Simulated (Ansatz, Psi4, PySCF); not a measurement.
H₂O₄P, doublet, at a GFN2-xTB geometry. Base run: WB97X/6-31G** run with PySCF.

The PySCF input:
```python
from pyscf import gto, scf, dft

mol = gto.Mole()
mol.atom = '''
    O    -0.96309460   -0.43245661   -1.11628816
    P    -0.05435126   -0.02385139    0.02107239
    O    -1.04196266    0.24594735    1.11709079
    O     0.84714254    1.23543449   -0.36251161
    O     1.01314101   -1.10351691    0.42460502
    H     0.28274596    1.97638526   -0.57434383
    H     1.69071259   -1.18188115   -0.24491012
'''
mol.basis = '6-31g**'
mol.spin = 1
mol.verbose = 3
mol.build()

mf = dft.UKS(mol)
mf.xc = 'wb97x'
mf.kernel()
```

The same geometry, method and basis name were run in Ansatz (a first-principles code) and Psi4 and PySCF, at each program's defaults and at the settings that a row names. The base is PySCF at its defaults. Differences at the defaults can come from grids, fitting, cores and function types together.

```json
[
 {"code and settings": "PySCF, defaults (exact integrals, its default grid, spherical functions)", "ΔE vs base (µEh)": "0.0", "basis functions": "84", "E (Eh)": "-643.36379", "SCF cycles": "20", "dipole (D)": "3.63"},
 {"code and settings": "Psi4, defaults (density fitting with its default set, its default grid, Cartesian functions)", "ΔE vs base (µEh)": "-6221", "basis functions": "89", "E (Eh)": "-643.37001", "SCF cycles": "15", "dipole (D)": "3.63"},
 {"code and settings": "Ansatz, defaults (factorised integrals, its default grid, Cartesian functions)", "ΔE vs base (µEh)": "-6272", "basis functions": "89", "E (Eh)": "-643.37006", "SCF cycles": "-", "dipole (D)": "-"},
 {"code and settings": "PySCF, density fitting with def2-universal-jkfit", "ΔE vs base (µEh)": "-41.0", "basis functions": "84", "E (Eh)": "-643.36383", "SCF cycles": "20", "dipole (D)": "3.63"},
 {"code and settings": "PySCF, fine grid", "ΔE vs base (µEh)": "2.3", "basis functions": "84", "E (Eh)": "-643.36379", "SCF cycles": "20", "dipole (D)": "3.63"},
 {"code and settings": "Psi4, exact integrals, spherical functions, fine grid", "ΔE vs base (µEh)": "-2.3", "basis functions": "84", "E (Eh)": "-643.36379", "SCF cycles": "22", "dipole (D)": "3.63"},
 {"code and settings": "Ansatz, high accuracy, Cartesian functions as the basis file defines them", "ΔE vs base (µEh)": "-6272", "basis functions": "89", "E (Eh)": "-643.37006", "SCF cycles": "-", "dipole (D)": "-"}
]
```

Open shells are given as the SCF converged; they aren't shown to be the lowest states, and a large step between rows can be another state.
